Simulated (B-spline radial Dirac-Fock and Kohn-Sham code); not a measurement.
## Atomic SCF run for Ir

ΔSCF core binding energies without Breit or QED terms, calculated with a radial atomic solver. Keys: rel is the Hamiltonian (dirac, or spin-free x2c and nr, where L3 and M5 stand for the whole 2p and 3d shells), method is hf or an exchange,correlation pair (spin-unpolarised, also for the hole states), nuc the nuclear model, radius_factor scales its radius, rmax is the box in bohr, h the logarithmic mesh step, order the B-spline order, points the quadrature points per cell, c_factor scales the speed of light, and damp, ndamp, maxit and tol steer the iteration. The run stops when the commutator error falls below 10·tol·max(1, Z/10), or the numerical noise floor, and the energy has settled to about 1e-8 Ha; the virial ratio is −V/T.

Input (task.json):

```json
{"items": [{"Z": 77, "q": 0, "cfg": [[1, 0, 2], [2, 0, 2], [2, 1, 6], [3, 0, 2], [3, 1, 6], [3, 2, 10], [4, 0, 2], [4, 1, 6], [4, 2, 10], [4, 3, 14], [5, 0, 2], [5, 1, 6], [5, 2, 7], [6, 0, 2]], "A": 193, "rrms": 5.4032, "do": "settings", "holes": ["K", "L3", "M5"],
  "settings": [{"rel": "dirac", "method": "hf", "nuc": "fermi", "radius_factor": 1.0, "rmax": 45.0, "h": 0.3, "order": 4, "points": 10, "c_factor": 1.0, "maxit": 100, "damp": 0.5, "ndamp": 3, "tol": 1e-08}]}]}
```

Command: `python xray2_run.py task.json out`

Ground-state iterations:

```
iter   energy (Ha)        error
   1   -17845.02754512  2.22e+00
   2   -17845.05482950  2.78e-01
   3   -17846.63252952  4.46e-02
   4   -17846.65080785  9.85e-03
   5   -17846.65134233  1.85e-03
   6   -17846.65137985  1.44e-03
   7   -17846.65140906  2.58e-04
   8   -17846.65141144  8.42e-05
   9   -17846.65141175  1.60e-05
  10   -17846.65141176  2.65e-06
  11   -17846.65141176  4.38e-07
```

The ground state converged in 11 iterations, with total energy -17846.65141 Ha, virial ratio 1.87828 and highest orbital energy -8.14 eV. ΔSCF binding energies: K (1s) 76517.1 eV, L3 (2p3/2) 11258.0 eV, M5 (3d5/2) 2054.8 eV.

Task: One setting is unsound. Which, and why?

Result: order is too low for an accurate radial basis. With the default settings (Dirac Hartree-Fock): The ground state converged in 11 iterations, with total energy -17846.76054 Ha, virial ratio 1.87828 and highest orbital energy -8.15 eV. ΔSCF binding energies: K (1s) 76517.1 eV, L3 (2p3/2) 11257.9 eV, M5 (3d5/2) 2054.7 eV.
